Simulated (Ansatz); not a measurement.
Ansatz (a first-principles code) input (PBE/6-31G* with LANL2DZ past Ar): The .json file joins the Basis Set Exchange's 6-31G* for atoms up to Ar and LANL2DZ past it.

Ansatz 0.2 input:
```yaml
crystal:
  periodic: [false, false, false]
  atoms:
    - {symbol: Si, position_ang: [0.01682677, 0.02100607, 1.18504847]}
    - {symbol: Br, position_ang: [0.95298677, -1.49153430, -0.22422480]}
    - {symbol: Br, position_ang: [-0.95971748, 1.48313187, -0.24979458]}
basis:
  gaussian:
    orbitals: 6-31Gs+LANL2DZ.json
hamiltonian:
  xc: {name: PBE}
relax: {f_tol: 0.003, max_steps: 120}
```

From the last part of the output:

```
WARN ansatz: RAYON_NUM_THREADS=1 ignored (pool sized by the plan → 1); use --threads N
Functional definition: PBE
integrals: 0.01 GiB planned
452 factors; integrals over basis functions are off by at most 2.4e-4 eV
mean field: 0.07 GiB planned
mean field evaluation 1: about -8590.6693 eV, gradient 8.8e0 eV
mean field evaluation 2: about -8589.7692 eV, gradient 1.7e1 eV
mean field evaluation 4: about -8590.9952 eV, gradient 1.8e-1 eV
mean field evaluation 8: about -8590.9957 eV, gradient 7.1e-3 eV
mean field -8590.99567319 eV, -315.7132678037 hartree, gradient 1.5e-5 eV, S^2 0.000000; 0 other end points of the search recorded, 0 dependent functions left out
the calculation of the forces begins
reference -8590.99569899 eV, -315.7132687519 hartree; 14, 14 occupied and 21, 21 virtual orbitals, 452 factors
relax step   1: F+E_penalty+E_count = -8590.99567319 eV  Δ(F+E_penalty+E_count) = +0.000e0 eV  max|allowed force component| = 7.127e-1 eV/Å  Δτ_max = 0.0000 Å  (22 SCF iters, accepted)
these checks for a lower state are left out or cut short: starts, cluster_reference, orbital_swaps, neighbouring_geometries, increment
integrals: 0.01 GiB planned
452 factors; integrals over basis functions are off by at most 2.2e-4 eV
mean field: 0.07 GiB planned
mean field evaluation 16: about -8591.0280 eV, gradient 6.5e-2 eV
mean field -8591.02807799 eV, -315.7144586583 hartree, gradient 9.1e-6 eV, S^2 0.000000; 0 other end points of the search recorded, 0 dependent functions left out
the calculation of the forces begins
reference -8591.02810380 eV, -315.7144596065 hartree; 14, 14 occupied and 21, 21 virtual orbitals, 452 factors
relax step   2: F+E_penalty+E_count = -8591.02807799 eV  Δ(F+E_penalty+E_count) = -3.240e-2 eV  max|allowed force component| = 1.638e-1 eV/Å  Δτ_max = 0.0681 Å  (25 SCF iters, accepted)
these checks for a lower state are left out or cut short: starts, cluster_reference, orbital_swaps, neighbouring_geometries, increment
integrals: 0.01 GiB planned
452 factors; integrals over basis functions are off by at most 2.2e-4 eV
mean field: 0.07 GiB planned
mean field -8591.03004234 eV, -315.7145308466 hartree, gradient 1.1e-5 eV, S^2 0.000000; 0 other end points of the search recorded, 0 dependent functions left out
the calculation of the forces begins
reference -8591.03006826 eV, -315.7145317993 hartree; 14, 14 occupied and 21, 21 virtual orbitals, 452 factors
relax step   3: F+E_penalty+E_count = -8591.03004234 eV  Δ(F+E_penalty+E_count) = -1.964e-3 eV  max|allowed force component| = 4.454e-3 eV/Å  Δτ_max = 0.0173 Å  (24 SCF iters, accepted)
these checks for a lower state are left out or cut short: starts, cluster_reference, orbital_swaps, neighbouring_geometries, increment
integrals: 0.01 GiB planned
452 factors; integrals over basis functions are off by at most 2.2e-4 eV
mean field: 0.07 GiB planned
mean field evaluation 32: about -8591.0300 eV, gradient 1.6e-5 eV
mean field -8591.03004499 eV, -315.7145309442 hartree, gradient 2.0e-5 eV, S^2 0.000000; 0 other end points of the search recorded, 0 dependent functions left out
the calculation of the forces begins
reference -8591.03007092 eV, -315.7145318970 hartree; 14, 14 occupied and 21, 21 virtual orbitals, 452 factors
relax step   4: F+E_penalty+E_count = -8591.03004499 eV  Δ(F+E_penalty+E_count) = -2.655e-6 eV  max|allowed force component| = 8.777e-5 eV/Å  Δτ_max = 0.0007 Å  (16 SCF iters, accepted)
integrals: 0.01 GiB planned
452 factors; integrals over basis functions are off by at most 2.2e-4 eV
mean field: 0.07 GiB planned
mean field -8591.03004499 eV, -315.7145309442 hartree, gradient 2.0e-5 eV, S^2 0.000000; 1 other end points of the search recorded, 0 dependent functions left out
the calculation of the forces begins
reference -8591.03007092 eV, -315.7145318970 hartree; 14, 14 occupied and 21, 21 virtual orbitals, 452 factors
Total energy: -8591.03007092 eV, -315.7145318970 hartree
Atom 0 at     0.016958     0.021170     1.194303 Å, force    -0.000001    -0.000002    -0.000088 eV/Å
Atom 1 at     0.982680    -1.537898    -0.228454 Å, force     0.000034    -0.000050     0.000044 eV/Å
Atom 2 at    -0.989542     1.529331    -0.254820 Å, force    -0.000032     0.000052     0.000043 eV/Å
Dipole moment:     0.004402     0.005495     0.310001 e Å
```
